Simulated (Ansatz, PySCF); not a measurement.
Reaction (SMILES): C=CCl → [CH]=C + Cl atom (the C-Cl bond at the site shown breaks; other sites are not compared here)
Structures are relaxed separately at B3LYP-D3(BJ)/def2-TZVP in Ansatz (an electronic-structure program). Markedly spin-contaminated UHF reference, which strains HF, MP2 and, less, CCSD(T): [CH]=C.

Quantity: bond dissociation energy (enthalpy at 298 K, with B3LYP-D3(BJ) rigid-rotor harmonic-oscillator terms from PySCF), in kcal/mol. Cores are frozen in the correlated levels unless marked. UHF or UKS for open shells. Spin-orbit coupling is left out. Non-relativistic. FCI takes restricted orbitals. 

```json
[
 {"level": "HF/cc-pV(D+d)Z", "program": "Ansatz", "bond dissociation energy (kcal/mol)": "57.4"},
 {"level": "BLYP/def2-TZVPD", "program": "Ansatz", "bond dissociation energy (kcal/mol)": "89.3"},
 {"level": "revPBE-D3(BJ)/def2-TZVPD", "program": "Ansatz + dftd3", "bond dissociation energy (kcal/mol)": "94.3"},
 {"level": "PBE0/STO-3G", "program": "Ansatz", "bond dissociation energy (kcal/mol)": "104.1"},
 {"level": "HSE06-D4/def2-TZVPD", "program": "Ansatz + dftd4", "bond dissociation energy (kcal/mol)": "95.5"},
 {"level": "CAM-B3LYP/def2-TZVPD", "program": "Ansatz", "bond dissociation energy (kcal/mol)": "90.8"},
 {"level": "LC-wPBE-D4/def2-TZVPD", "program": "Ansatz + dftd4", "bond dissociation energy (kcal/mol)": "93.1"},
 {"level": "SCS-MP2/6-31G", "program": "Ansatz", "bond dissociation energy (kcal/mol)": "75.9"},
 {"level": "FCI/STO-3G", "program": "Ansatz", "bond dissociation energy (kcal/mol)": "85.1"}
]
```
